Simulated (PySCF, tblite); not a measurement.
Isomers of C4H7FO3S, one GFN2-xTB conformer each. Single-point energies are computed at PBE0/pcSseg-1 (PySCF, gas phase, no added dispersion term), electronic only.

| SMILES | GFN2-xTB relative energy (kcal/mol) |
| --- | --- |
| C[C@@H]1O[S@](=O)O[C@@]1(C)F | 0.0 |
| CC[C@@]1(F)CO[S@](=O)O1 | 6.2 |

Conformers: `[CH3:1][C@@H:2]1[O:3][S@:4](=[O:5])[O:6][C@@:7]1([CH3:8])[F:9]` with C1–C2–O3–S4 -98°, C2–O3–S4–O5 103°, O3–S4–O6–C7 -18°, S4–O6–C7–C8 163°; `[CH3:1][CH2:2][C@@:3]1([F:4])[CH2:5][O:6][S@:7](=[O:8])[O:9]1` with C1–C2–C3–F4 -62°, C2–C3–C5–O6 153°, C3–C5–O6–S7 -24°, C5–O6–S7–O8 123°, O6–S7–O9–C3 9°.

Question: What does PBE0/pcSseg-1 give for the same structures?

Answer: 
| SMILES | PBE0/pcSseg-1 E (Eh) | PBE0/pcSseg-1 (kcal/mol) | GFN2-xTB (kcal/mol) | point group |
| --- | --- | --- | --- | --- |
| C[C@@H]1O[S@](=O)O[C@@]1(C)F | -879.58487 | 0.0 | 0.0 | C1 |
| CC[C@@]1(F)CO[S@](=O)O1 | -879.57613 | 5.5 | 6.2 | C1 |

Both levels put the same isomer lowest. 

Question: Which frontier levels, dipoles and rotational constants go with these structures?

Answer: 
```tsv
SMILES	HOMO (eV, PBE0/pcSseg-1)	LUMO (eV)	dipole (D)	A, B, C (MHz)
C[C@@H]1O[S@](=O)O[C@@]1(C)F	-8.26	-0.73	3.32	2213, 1284, 1094
CC[C@@]1(F)CO[S@](=O)O1	-8.28	-0.74	4.54	3339, 933.3, 890.7
```

Question: What happens when harmonic zero-point energies from GFN2-xTB frequencies are added?

Answer: 
```json
{"SMILES": "C[C@@H]1O[S@](=O)O[C@@]1(C)F", "ZPE (kcal/mol)": "71.3", "electronic (kcal/mol)": "0.0", "with ZPE (kcal/mol)": "0.0"}
{"SMILES": "CC[C@@]1(F)CO[S@](=O)O1", "ZPE (kcal/mol)": "71.7", "electronic (kcal/mol)": "5.5", "with ZPE (kcal/mol)": "5.9"}
```

The zero-point energies span 0.4 kcal/mol. The order is unchanged.
